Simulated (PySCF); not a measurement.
Gas-phase reaction: 4 Ga(CH3)3.NH3 + 2 GaH ⇌ 4 Ga(CH3)3 + 2 GaH3.NH3 + N2H2

Computed with PySCF and rigid-rotor harmonic-oscillator thermochemistry at 1 bar. † marks an energy on the PBE0/def2-TZVP geometry and frequencies; other levels use their own. MP2 and CCSD(T) freeze the core. 6-31G* has spherical d functions here. All species are closed-shell singlets. Ga: all electrons, no relativistic terms. Adducts (Ga(CH3)3.NH3, GaH3.NH3) have no counterpoise correction, and HF, PBE, BLYP, B3LYP and PBE0 lack dispersion. Methyl groups turn as free rotors in Ga(CH3)3. GaH, GaH3.NH3: computed as isolated molecules; such fragments, hydroxides, amides, oligomers or adducts are transient or little studied in the gas. MP2 isn't extrapolated to the basis-set limit; its ΔH°(298 K) is 213.6 kJ in def2-SVP and 225.0 kJ in def2-TZVPP. CCSD(T) isn't extrapolated to the basis-set limit. The harmonic model lacks anharmonicity and excited electronic states, which grow with temperature; levels with a mode under 35 cm⁻¹ are left out. Soft modes under 120 cm⁻¹ make the harmonic entropy rough for Ga(CH3)3.NH3, GaH3.NH3.

| level | ΔE electronic, kJ | ΔH°(298 K), kJ | ΔS°(298 K), J/K | ΔG°(2500 K), kJ |
|---|---|---|---|---|
| BLYP/def2-TZVP† | 242 | 182 | 114 | 118 |
| CCSD(T)/def2-SVP† | 286 | 226 | 114 | 161 |
| HF/6-31G* | 235 | 172 | 118 | 97 |
| HF/def2-TZVP† | 251 | 191 | 114 | 127 |
| M06-2X/def2-TZVP† | 318 | 258 | 114 | 194 |
| MP2/def2-TZVPP† | 285 | 225 | 114 | 161 |
| PBE/def2-TZVP† | 245 | 185 | 114 | 121 |
| PBE0/def2-TZVP | 258 | 197 | 114 | 133 |
ΔH° is lowest at HF/6-31G* and highest at M06-2X/def2-TZVP†. No reference value is set beside these.
